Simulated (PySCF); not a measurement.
# Assigning NMR signals

Geometry:
| atom | x (Å) | y (Å) | z (Å) |
| --- | --- | --- | --- |
| C1 | 4.558 | -0.199 | -0.329 |
| C2 | 3.369 | -0.153 | -0.171 |
| C3 | 1.968 | -0.098 | 0.018 |
| C4 | 1.428 | -0.047 | 1.303 |
| C5 | 0.063 | 0.009 | 1.483 |
| C6 | -0.806 | 0.020 | 0.389 |
| N7 | -2.167 | 0.081 | 0.586 |
| Si8 | -3.434 | 0.122 | -0.593 |
| C9 | -0.260 | -0.032 | -0.895 |
| C10 | 1.104 | -0.089 | -1.078 |
| H11 | 5.597 | -0.238 | -0.468 |
| H12 | 2.087 | -0.053 | 2.159 |
| H13 | -0.348 | 0.047 | 2.483 |
| H14 | -2.417 | 0.111 | 1.563 |
| H15 | -3.410 | -1.094 | -1.410 |
| H16 | -3.295 | 1.302 | -1.451 |
| H17 | -4.642 | 0.194 | 0.226 |
| H18 | -0.921 | -0.026 | -1.748 |
| H19 | 1.515 | -0.129 | -2.076 |

Single conformer, gas phase, one averaged value for each set of equivalent atoms, no relativistic terms. PBE0/pcSseg-1 with gauge-including orbitals; GFN2-xTB geometry; PySCF 2.14.

Shifts are taken against calculated references (same method and geometry level): TMS for ¹³C (σ = 186.93 ppm) and ¹H (σ = 31.72 ppm).

**Question.** Assign these signals to the numbered atoms. ¹³C{¹H} NMR (computed): δ 152.4 (C), 141.2 (CH), 118.1 (CH), 115.7 (C), 89.5 (C), 84.4 (CH).

**Answer.** 
152.4 → C6, aromatic carbon bearing nitrogen: an ipso carbon deshielded by its heteroatom
141.2 → C4/C10, aromatic CH
118.1 → C5/C9, aromatic CH: it is ortho or para to a lone-pair donor and shielded by resonance
115.7 → C3, substituted aromatic carbon
89.5 → C2, alkyne carbon: the triple bond shields along its axis, which puts it between sp3 and sp2 carbons
84.4 → C1, terminal alkyne carbon: the triple bond shields along its axis, which puts it between sp3 and sp2 carbons

**Question.** Assign these signals to the numbered atoms. ¹H NMR (400 MHz, computed): δ 7.74 (d, 2H), 6.72 (d, 2H), 4.81 (s, 3H), 3.24 (br s, 1H), 2.66 (s, 1H).

**Answer.** 
```tsv
δ (ppm)	atoms	environment	reason
7.74	H12/H19	hydrogen on an aromatic CH	aromatic region
6.72	H13/H18	hydrogen on an aromatic CH	–
4.81	H15/H16/H17	hydrogen on a silicon bonded to N	–
3.24	H14	hydrogen on an aniline-type nitrogen	labile proton, position sensitive to the medium
2.66	H11	hydrogen on a terminal alkyne carbon	it lies on the axis of the triple bond, in its shielding cone
```

The OH or NH signal is concentration- and solvent-dependent in practice; the value given is the gas-phase one. Shifts are as computed. Against solution values, carbons near 30 ppm lie about +3 ppm off and those near 130 ppm about +5 ppm. Of 1309 compounds with measured shifts, 239 miss one by over three times the rms of a fit or turn the order of signals round; such compounds aren't used in these exercises. No couplings were computed; multiplicities are counted from neighbouring protons, with m where these are inequivalent, close in shift, in a saturated or five-membered ring or joined by F or P, and br s for small geminal =CH2 splittings.
